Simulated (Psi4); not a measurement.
InHOF2 (SMILES [OH][In]([F])[F]): methods side by side

InHOF2 has 5 atoms, charge 0, and is taken as a singlet. As SMILES, `[OH][In]([F])[F]`. Geometry: optimised at PBE0/def2-TZVP.

Each level gives the HOMO–LUMO gap (eV). The values are calculated.

| level | kind | program | value (eV) |
| --- | --- | --- | --- |
| PBE-D4/def2-TZVPP (density fitting, core potential) | GGA | Psi4 | 4.16 |
| r2SCAN-D4/def2-TZVPP (density fitting, core potential) | meta-GGA | Psi4 | 4.78 |
| B3LYP-D4/def2-TZVPP (density fitting, core potential) | global hybrid | Psi4 | 6.18 |
| PBE0-D4/def2-TZVPP (density fitting, core potential) | global hybrid | Psi4 | 6.83 |
| wB97M-V/def2-TZVPP (density fitting, core potential) | range-separated hybrid | Psi4 | 11.32 |

The values span 4.16 to 11.32 eV. Orbital gaps aren't excitation energies; they tend to grow with the share of exact exchange.
